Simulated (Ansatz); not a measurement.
Geometry optimisation of the cluster W2S4⁻.

```yaml
crystal:
  periodic: [false, false, false]
  atoms:
    - {symbol: W, position_ang: [-0.563450, -0.143240, 0.314730]}
    - {symbol: W, position_ang: [1.866820, 0.172650, -0.409190]}
    - {symbol: S, position_ang: [1.284040, -0.292360, 1.782700]}
    - {symbol: S, position_ang: [-1.769710, -1.884730, -0.675860]}
    - {symbol: S, position_ang: [-2.879910, -0.196540, -0.280430]}
    - {symbol: S, position_ang: [2.062210, 2.344220, -0.731950]}
basis:
  gaussian: {orbitals: def2-SVPD}
total_charge: -1
magnetization: {spin_polarized: true, initial_magnetization: 1}
hamiltonian: {xc: pbe, dispersion: d4}
scf: {lower_state_search: "off"}
output: {orbitals: {seedname: orbitals}}
relax: {f_tol: 0.02, max_steps: 100}
```

```sh
$ ansatz run in.yaml --threads 4 --pin off --events-out ev --progress --plain --max-ram 4787MiB
```

Output, abridged:

```
Functional definition: PBE
mean field -46968.98783119 eV, -1726.0784660729 hartree, gradient 5.6e-6 eV, S^2 0.962780; 0 other end points of the search recorded, 0 dependent functions left out
relax step   1: F+E_penalty+E_count = -46969.41664058 eV  Δ(F+E_penalty+E_count) = +0.000e0 eV  max|allowed force component| = 3.347e0 eV/Å  Δτ_max = 0.0000 Å  (60 SCF iters, accepted)
mean field -46969.17713593 eV, -1726.0854228937 hartree, gradient 2.9e-6 eV, S^2 0.806288; 0 other end points of the search recorded, 0 dependent functions left out
relax step   2: F+E_penalty+E_count = -46969.61475450 eV  Δ(F+E_penalty+E_count) = -1.981e-1 eV  max|allowed force component| = 3.626e0 eV/Å  Δτ_max = 0.1949 Å  (52 SCF iters, accepted)
mean field -46969.51637368 eV, -1726.0978896510 hartree, gradient 2.1e-6 eV, S^2 0.813114; 0 other end points of the search recorded, 0 dependent functions left out
relax step   3: F+E_penalty+E_count = -46969.95076412 eV  Δ(F+E_penalty+E_count) = -3.360e-1 eV  max|allowed force component| = 3.200e-1 eV/Å  Δτ_max = 0.1028 Å  (49 SCF iters, accepted)
mean field -46969.56096477 eV, -1726.0995283435 hartree, gradient 2.5e-6 eV, S^2 0.794605; 0 other end points of the search recorded, 0 dependent functions left out
relax step   4: F+E_penalty+E_count = -46970.00094664 eV  Δ(F+E_penalty+E_count) = -5.018e-2 eV  max|allowed force component| = 3.139e-1 eV/Å  Δτ_max = 0.1162 Å  (44 SCF iters, accepted)
mean field -46969.58284600 eV, -1726.1003324639 hartree, gradient 2.8e-6 eV, S^2 0.777935; 0 other end points of the search recorded, 0 dependent functions left out
relax step   5: F+E_penalty+E_count = -46970.02925390 eV  Δ(F+E_penalty+E_count) = -2.831e-2 eV  max|allowed force component| = 2.009e-1 eV/Å  Δτ_max = 0.1438 Å  (42 SCF iters, accepted)
mean field -46969.61974623 eV, -1726.1016885221 hartree, gradient 2.1e-6 eV, S^2 0.764112; 0 other end points of the search recorded, 0 dependent functions left out
relax step   6: F+E_penalty+E_count = -46970.07538643 eV  Δ(F+E_penalty+E_count) = -4.613e-2 eV  max|allowed force component| = 2.420e-1 eV/Å  Δτ_max = 0.1999 Å  (46 SCF iters, accepted)
mean field -46969.70086758 eV, -1726.1046696769 hartree, gradient 2.4e-6 eV, S^2 0.764523; 0 other end points of the search recorded, 0 dependent functions left out
relax step   7: F+E_penalty+E_count = -46970.16582520 eV  Δ(F+E_penalty+E_count) = -9.044e-2 eV  max|allowed force component| = 4.474e-1 eV/Å  Δτ_max = 0.1997 Å  (42 SCF iters, accepted)
mean field -46969.84833901 eV, -1726.1100891519 hartree, gradient 2.0e-6 eV, S^2 0.764968; 0 other end points of the search recorded, 0 dependent functions left out
relax step   8: F+E_penalty+E_count = -46970.32029406 eV  Δ(F+E_penalty+E_count) = -1.545e-1 eV  max|allowed force component| = 4.707e-1 eV/Å  Δτ_max = 0.1944 Å  (41 SCF iters, accepted)
mean field -46969.93180533 eV, -1726.1131564825 hartree, gradient 9.8e-7 eV, S^2 0.765452; 0 other end points of the search recorded, 0 dependent functions left out
relax step   9: F+E_penalty+E_count = -46970.40879655 eV  Δ(F+E_penalty+E_count) = -8.850e-2 eV  max|allowed force component| = 4.384e-1 eV/Å  Δτ_max = 0.1934 Å  (40 SCF iters, accepted)
mean field -46969.91041876 eV, -1726.1123705406 hartree, gradient 2.2e-6 eV, S^2 0.765761; 0 other end points of the search recorded, 0 dependent functions left out
relax step  10: F+E_penalty+E_count = -46970.39006477 eV  Δ(F+E_penalty+E_count) = +1.873e-2 eV  max|allowed force component| = 6.551e-1 eV/Å  Δτ_max = 0.1997 Å  (38 SCF iters, rejected (line search))
mean field -46969.95579949 eV, -1726.1140382518 hartree, gradient 2.5e-6 eV, S^2 0.766232; 0 other end points of the search recorded, 0 dependent functions left out
relax step  11: F+E_penalty+E_count = -46970.43364068 eV  Δ(F+E_penalty+E_count) = -2.484e-2 eV  max|allowed force component| = 1.852e-1 eV/Å  Δτ_max = 0.0973 Å  (33 SCF iters, accepted)
mean field -46969.95509443 eV, -1726.1140123411 hartree, gradient 6.3e-6 eV, S^2 0.764981; 0 other end points of the search recorded, 0 dependent functions left out
relax step  12: F+E_penalty+E_count = -46970.43420957 eV  Δ(F+E_penalty+E_count) = -5.689e-4 eV  max|allowed force component| = 2.106e-1 eV/Å  Δτ_max = 0.0247 Å  (29 SCF iters, accepted)
mean field -46969.95702609 eV, -1726.1140833284 hartree, gradient 2.9e-6 eV, S^2 0.765596; 0 other end points of the search recorded, 0 dependent functions left out
relax step  13: F+E_penalty+E_count = -46970.43588843 eV  Δ(F+E_penalty+E_count) = -1.679e-3 eV  max|allowed force component| = 4.293e-2 eV/Å  Δτ_max = 0.0094 Å  (30 SCF iters, accepted)
mean field -46969.95719638 eV, -1726.1140895863 hartree, gradient 1.6e-6 eV, S^2 0.765628; 0 other end points of the search recorded, 0 dependent functions left out
relax step  14: F+E_penalty+E_count = -46970.43598113 eV  Δ(F+E_penalty+E_count) = -9.270e-5 eV  max|allowed force component| = 1.384e-2 eV/Å  Δτ_max = 0.0056 Å  (29 SCF iters, accepted)
Total energy: -46970.43602487 eV, -1726.1316862091 hartree
Atom 0 at    -0.236612    -0.041082     0.299299 Å, force     0.009159     0.001430    -0.007322 eV/Å
Atom 1 at     1.890062    -0.105463    -0.423109 Å, force    -0.013840     0.003720     0.010527 eV/Å
Atom 2 at     1.604213    -0.395637     1.884325 Å, force     0.003307    -0.005723    -0.000028 eV/Å
Atom 3 at    -1.723608    -1.708327    -0.436849 Å, force     0.001805     0.004965     0.000705 eV/Å
Atom 4 at    -2.475474     0.256476    -0.765562 Å, force     0.003416    -0.001486     0.000919 eV/Å
Atom 5 at     0.941420     1.994034    -0.558103 Å, force    -0.003847    -0.002906    -0.004801 eV/Å
Dipole moment:     0.762192    -0.200649    -0.049520 e Å
Checks for a lower state left out: stability, starts, cluster_reference, orbital_swaps, neighbouring_geometries, increment
```

Hardware: 4 threads of Arm Neoverse V2 on a shared host. Wall time 70 s.

In the def2 sets W takes a core potential; there is no spin–orbit coupling. The relaxation made no stability test and no search for a lower SCF solution. No other spin state of charge -1 was run. Another isomer (doublet) lies 1.94 eV lower at PBE0-D4/def2-TZVPD; other spin states weren't run for this one.
